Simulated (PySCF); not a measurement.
PySCF input file for Al(Me)2 (C2H6Al), SMILES [CH3][Al][CH3], multiplicity 2, B3LYP-D3(BJ)/def2-TZVP. Coordinates come from a B3LYP-D3(BJ)/def2-TZVP optimisation. The multiplicity is an assumed one; other spin states were not compared. The isomer is the one that the SMILES or the coordinates give; other isomers of the formula were not compared.

```python
import numpy as np
from pyscf import gto, scf, dft, df
from pyscf.hessian import thermo

mol = gto.M(
    atom='''
    Al    0.00000000   -0.00000000    0.64555833
    C     1.68622569    0.00000000   -0.38945252
    H     1.71346682   -0.88134540   -1.04012586
    H     2.58952994   -0.00000000    0.22083768
    H     1.71346682    0.88134539   -1.04012586
    C    -1.68622569    0.00000000   -0.38945252
    H    -1.71346682   -0.88134539   -1.04012586
    H    -1.71346681    0.88134539   -1.04012586
    H    -2.58952995    0.00000000    0.22083768
    ''',
    basis='def2-TZVP',
    charge=0,
    spin=1,
    max_memory=1600,
    verbose=3,
)
mf = dft.UKS(mol, xc='b3lyp').density_fit(auxbasis='def2-universal-jkfit')
mf.disp = 'd3bj'
mf.grids.level = 3
mf.conv_tol = 1e-11
mf.max_cycle = 100
mf.kernel()
fine, coarse = mf.grids, dft.Grids(mol).set(level=1).build(with_non0tab=True)
for _ in range(3):  # follow internal instabilities
    mf.grids = coarse
    mo, _, stable, _ = mf.stability(return_status=True, nroots=4)
    mf.grids = fine
    if stable:
        break
    mf.kernel(mf.make_rdm1(mo, mf.mo_occ))

# [left out here: the lines that compute and print the analytic Hessian (its translational invariance restored by hand, since the grid's response is missing), thermochemistry and intensities]
```

Log of the run:

```

WARN: HOMO -0.150082670707921 >= LUMO -0.150082670707913

converged SCF energy = -322.292792352279  <S^2> = 0.75161457  2S+1 = 2.0016139
<class 'pyscf.df.df_jk.DFUKS'> wavefunction is stable in the internal stability analysis

WARN: DFTD3 does not support analytical Hessian, using finite difference


WARN: Mole.unit (angstrom) is changed to Bohr

Mode                                 0                   1                   2
Irrep
Freq [cm^-1]                       48.7478             75.2739            167.3216
Reduced mass [au]                   1.0151              1.2104              2.5244
Force const [Dyne/A]                0.0014              0.0040              0.0416
Char temp [K]                      70.1372            108.3024            240.7385
Normal mode                   x     y     z       x     y     z       x     y     z
       0  Al                 0.00  0.00 -0.00   -0.00  0.06 -0.00   -0.00  0.00  0.09
       1   C                 0.00  0.02  0.00    0.00 -0.06  0.00   -0.11 -0.00 -0.07
       2   H                -0.16  0.24 -0.31   -0.20  0.12 -0.25   -0.23  0.00 -0.08
       3   H                 0.00 -0.35  0.00    0.00 -0.41  0.00    0.00 -0.00 -0.24
       4   H                 0.16  0.24  0.31    0.20  0.12  0.25   -0.23 -0.00 -0.08
       5   C                -0.00 -0.02  0.00   -0.00 -0.06  0.00    0.11 -0.00 -0.07
       6   H                -0.16 -0.24  0.31    0.20  0.12 -0.25    0.23  0.00 -0.08
       7   H                 0.16 -0.24 -0.31   -0.20  0.12  0.25    0.23 -0.00 -0.08
       8   H                 0.00  0.35  0.00   -0.00 -0.42  0.00   -0.00  0.00 -0.24
Mode                                 3                   4                   5
Irrep
Freq [cm^-1]                      533.8367            547.0067            548.2131
Reduced mass [au]                   1.1811              1.1576              4.4178
Force const [Dyne/A]                0.1983              0.2041              0.7823
Char temp [K]                     768.0722            787.0209            788.7566
Normal mode                   x     y     z       x     y     z       x     y     z
       0  Al                -0.00 -0.03  0.00    0.00  0.00 -0.00    0.00  0.00  0.09
       1   C                 0.00  0.07 -0.00   -0.00 -0.08  0.00    0.14 -0.00 -0.08
       2   H                -0.34 -0.12  0.23    0.36  0.12 -0.23    0.10  0.00 -0.08
       3   H                 0.00 -0.20 -0.00   -0.00  0.20  0.00    0.18  0.00 -0.14
       4   H                 0.34 -0.12 -0.23   -0.36  0.12  0.23    0.10 -0.00 -0.08
       5   C                -0.00  0.07 -0.00    0.00  0.08  0.00   -0.14  0.00 -0.08
       6   H                 0.35 -0.12  0.23    0.36 -0.12  0.23   -0.10  0.00 -0.08
       7   H                -0.35 -0.12 -0.23   -0.36 -0.12 -0.23   -0.10 -0.00 -0.08
       8   H                -0.00 -0.20 -0.00    0.00 -0.20  0.00   -0.18 -0.00 -0.14
Mode                                 6                   7                   8
Irrep
Freq [cm^-1]                      575.1487            660.3935            743.8353
Reduced mass [au]                   1.4008              3.0572              1.3770
Force const [Dyne/A]                0.2730              0.7856              0.4489
Char temp [K]                     827.5109            950.1592           1070.2134
Normal mode                   x     y     z       x     y     z       x     y     z
       0  Al                 0.06 -0.00 -0.00   -0.12  0.00  0.00    0.00  0.00  0.05
       1   C                -0.02 -0.00  0.09    0.12 -0.00 -0.03   -0.05  0.00 -0.08
       2   H                -0.33  0.01  0.05   -0.05  0.01 -0.06    0.27 -0.02 -0.02
       3   H                 0.22  0.00 -0.28    0.26  0.00 -0.25   -0.31 -0.00  0.32
       4   H                -0.33 -0.01  0.05   -0.05 -0.01 -0.06    0.27  0.02 -0.02
       5   C                -0.02  0.00 -0.09    0.12  0.00  0.03    0.05 -0.00 -0.08
       6   H                -0.33 -0.01 -0.05   -0.05 -0.01  0.06   -0.27 -0.02 -0.02
       7   H                -0.33  0.01 -0.05   -0.05  0.01  0.06   -0.27  0.02 -0.02
       8   H                 0.22 -0.00  0.28    0.26 -0.00  0.25    0.31 -0.00  0.32
Mode                                 9                  10                  11
Irrep
Freq [cm^-1]                     1195.8110           1207.2014           1434.0304
Reduced mass [au]                   1.2217              1.2028              1.0582
Force const [Dyne/A]                1.0293              1.0327              1.2821
Char temp [K]                    1720.5058           1736.8941           2063.2505
Normal mode                   x     y     z       x     y     z       x     y     z
       0  Al                -0.00 -0.00 -0.00    0.00  0.00 -0.00    0.00  0.00  0.00
       1   C                 0.07  0.00 -0.05   -0.07 -0.00  0.05    0.03 -0.00  0.04
       2   H                -0.30 -0.13  0.14    0.31  0.14 -0.15   -0.13  0.27 -0.34
       3   H                -0.20 -0.00  0.31    0.20  0.00 -0.31   -0.11  0.00  0.22
       4   H                -0.30  0.13  0.14    0.31 -0.14 -0.15   -0.13 -0.27 -0.34
       5   C                 0.07 -0.00  0.05    0.07 -0.00  0.05    0.03  0.00 -0.04
       6   H                -0.30  0.13 -0.14   -0.31  0.14 -0.15   -0.13 -0.27  0.34
       7   H                -0.30 -0.13 -0.14   -0.31 -0.14 -0.15   -0.13  0.27  0.34
       8   H                -0.20 -0.00 -0.31   -0.20  0.00 -0.31   -0.11 -0.00 -0.22
Mode                                12                  13                  14
Irrep
Freq [cm^-1]                     1441.0872           1446.5950           1458.5639
Reduced mass [au]                   1.0532              1.0629              1.0572
Force const [Dyne/A]                1.2887              1.3105              1.3251
Char temp [K]                    2073.4037           2081.3281           2098.5488
Normal mode                   x     y     z       x     y     z       x     y     z
       0  Al                -0.00  0.00 -0.00   -0.00 -0.00  0.00   -0.00 -0.00 -0.00
       1   C                -0.03  0.00 -0.03   -0.00 -0.05 -0.00   -0.00 -0.05 -0.00
       2   H                 0.12 -0.27  0.34   -0.29  0.05 -0.12   -0.30  0.04 -0.11
       3   H                 0.12 -0.00 -0.23    0.00  0.51 -0.00    0.00  0.51 -0.00
       4   H                 0.12  0.27  0.34    0.29  0.05  0.12    0.30  0.04  0.11
       5   C                 0.03  0.00 -0.03   -0.00  0.05  0.00    0.00 -0.05 -0.00
       6   H                -0.12 -0.27  0.34   -0.29 -0.05  0.12    0.30  0.04 -0.11
       7   H                -0.12  0.27  0.34    0.29 -0.05 -0.12   -0.30  0.04  0.11
       8   H                -0.12 -0.00 -0.23    0.00 -0.51  0.00   -0.00  0.51 -0.00
Mode                                15                  16                  17
Irrep
Freq [cm^-1]                     2998.2221           3000.8847           3059.4091
Reduced mass [au]                   1.0365              1.0364              1.0978
Force const [Dyne/A]                5.4898              5.4992              6.0542
Char temp [K]                    4313.7741           4317.6050           4401.8085
Normal mode                   x     y     z       x     y     z       x     y     z
       0  Al                 0.00 -0.00  0.00   -0.00 -0.00  0.00   -0.00 -0.00  0.00
       1   C                -0.02 -0.00  0.03   -0.02 -0.00  0.03    0.00  0.06  0.00
       2   H                 0.00 -0.37 -0.26    0.00 -0.37 -0.26    0.01 -0.38 -0.29
       3   H                 0.20  0.00  0.15    0.20  0.00  0.16   -0.00  0.02 -0.00
       4   H                 0.00  0.37 -0.26    0.00  0.37 -0.26   -0.01 -0.38  0.29
       5   C                -0.02 -0.00 -0.03    0.02 -0.00  0.03    0.00 -0.06  0.00
       6   H                 0.00  0.37  0.26   -0.00 -0.37 -0.26    0.01  0.38  0.29
       7   H                 0.00 -0.37  0.26   -0.00  0.37 -0.26   -0.01  0.38 -0.29
       8   H                 0.20 -0.00 -0.15   -0.20  0.00  0.16   -0.00 -0.02  0.00
Mode                                18                  19                  20
Irrep
Freq [cm^-1]                     3061.8400           3107.1213           3107.2067
Reduced mass [au]                   1.0978              1.0968              1.0967
Force const [Dyne/A]                6.0636              6.2386              6.2384
Char temp [K]                    4405.3060           4470.4557           4470.5787
Normal mode                   x     y     z       x     y     z       x     y     z
       0  Al                -0.00  0.00  0.00    0.00  0.00 -0.00    0.00 -0.00  0.00
       1   C                 0.00  0.06  0.00   -0.04  0.00 -0.04    0.04 -0.00  0.05
       2   H                 0.01 -0.38 -0.29   -0.01  0.13  0.09    0.02 -0.14 -0.10
       3   H                -0.00  0.02 -0.00    0.49  0.00  0.33   -0.55 -0.00 -0.37
       4   H                -0.01 -0.38  0.29   -0.01 -0.13  0.09    0.02  0.14 -0.10
       5   C                -0.00  0.06 -0.00    0.04  0.00 -0.05    0.04 -0.00 -0.04
       6   H                -0.01 -0.38 -0.29    0.02  0.15  0.10    0.01  0.13  0.09
       7   H                 0.01 -0.38  0.29    0.02 -0.15  0.10    0.01 -0.13  0.09
       8   H                 0.00  0.02 -0.00   -0.55  0.00  0.37   -0.49 -0.00  0.34
temperature 298.1500 [K]
pressure 101325.00 [Pa]
Rotational constants [GHz] 22.81206 5.22132 4.48502
Symmetry number 2
Zero-point energy (ZPE) 0.06930 [Eh]   181938.549 [J/mol]
                           tot       elec      trans        rot        vib
Entropy [J/mol/K]       318.944      5.763    159.181     94.288     59.711
Cv [J/mol/K]             78.509      0.000     12.472     12.472     53.566
Cp [J/mol/K]             86.824      0.000     20.786     12.472     53.566
Internal energy [J/mol]                      3718.434   3718.434 190537.149
Internal energy [Eh]   -322.21739  -322.29279
Enthalpy [J/mol]                             6197.391   3718.434 190537.149
Enthalpy [Eh]          -322.21644
Gibbs free energy [J/mol]                  -41262.357 -24393.648 172734.196
Gibbs free energy [Eh] -322.25266
mode   freq/cm-1   IR/(km/mol)
   1       48.75         0.000
   2       75.27         0.041
   3      167.32         3.938
   4      533.84         1.709
   5      547.01         0.000
   6      548.21        13.089
   7      575.15        10.369
   8      660.39        53.616
   9      743.84        66.988
  10     1195.81         8.891
  11     1207.20         6.419
  12     1434.03         4.059
  13     1441.09         1.776
  14     1446.59         0.000
  15     1458.56        11.794
  16     2998.22        10.711
  17     3000.88        14.275
  18     3059.41         0.000
  19     3061.84        27.144
  20     3107.12         7.813
  21     3107.21        12.647
max |gradient| / (hartree/bohr): 2.631943906788264e-05
APT charges: [ 0.5301 -0.2177 -0.0264  0.0055 -0.0264 -0.2177 -0.0264 -0.0264  0.0055]
```

Self-consistency was reached.

Cost: roughly 4 core-minutes.
